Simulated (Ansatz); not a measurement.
Geometry optimisation, RKS r2SCAN-D4/def2-SVP (Ansatz 0.2.0).

Input file:

```yaml
crystal:
  periodic: [false, false, false]
  atoms:
    - { symbol: Si, position_ang: [-0.0546, 1.4119, -0.8541] }
    - { symbol: "N", position_ang: [-0.6947, 0.0132, -0.207] }
    - { symbol: Si, position_ang: [0.525, -0.7744, 0.594] }
    - { symbol: S, position_ang: [-0.2992, -2.48, 1.4585] }
    - { symbol: H, position_ang: [0.9871, 1.1674, -1.8463] }
    - { symbol: H, position_ang: [-1.2388, 2.1204, -1.5558] }
    - { symbol: H, position_ang: [0.3754, 2.3414, 0.2367] }
    - { symbol: H, position_ang: [-1.3915, 0.2438, 0.4488] }
    - { symbol: H, position_ang: [1.0786, 0.0965, 1.7402] }
    - { symbol: H, position_ang: [0.32226, -2.69529, 2.67169] }
    - { symbol: H, position_ang: [-0.8301, -2.9901, 0.3237] }
basis:
  gaussian: { orbitals: def2-SVP }
hamiltonian:
  xc: r2scan
  dispersion: d4
relax:
  f_tol: 0.02
  max_steps: 50
```

Command:

```bash
$ ansatz run input.yaml --threads 2 --pin off --max-ram 3072MiB --backend cpu --events-out ev --progress --plain --runs-dir out
```

Task: Where does it end, and by what steps?

Result: The run converged. After 20 steps the energy has fallen by 3.838 eV; H7 moved furthest, 1.46 Å. Parted: Si3–S4 (2.08 → 2.85 Å).

```csv
step,energy less start (eV),largest force component (eV/Å),accepted
0,0.0000,5.609,yes
1,-1.5164,3.183,yes
2,-2.4505,1.937,yes
3,-2.9213,2.108,yes
4,-3.2163,1.426,yes
5,-3.4179,0.550,yes
6,-3.5281,0.322,yes
7,-3.6137,0.422,yes
8,-3.6881,0.501,yes
9,-3.7274,0.561,yes
10,-3.7776,0.601,yes
11,-3.8118,0.240,yes
12,-3.8057,0.397,no
13,-3.8310,0.084,yes
14,-3.8353,0.068,yes
15,-3.8363,0.048,yes
16,-3.8376,0.029,yes
17,-3.8379,0.030,yes
18,-3.8380,0.035,yes
19,-3.8382,0.027,yes
20,-3.8383,0.015,yes
```

```xyz
11
Properties=species:S:1:pos:R:3
Si -0.154 1.493 -1.044
N -0.071 0.825 0.569
Si 1.002 -0.467 1.097
S -0.859 -2.620 1.125
H 0.920 0.842 -1.848
H -1.479 1.232 -1.696
H 0.044 2.977 -1.040
H -0.735 1.210 1.241
H 0.548 -0.451 2.571
H -0.073 -3.308 1.982
H -0.362 -3.278 0.054
```

The run took 36 s on 2 threads of Intel(R) Xeon(R) 6975P-C (Granite Rapids), with other jobs on the host, peak memory 0.23 GiB.
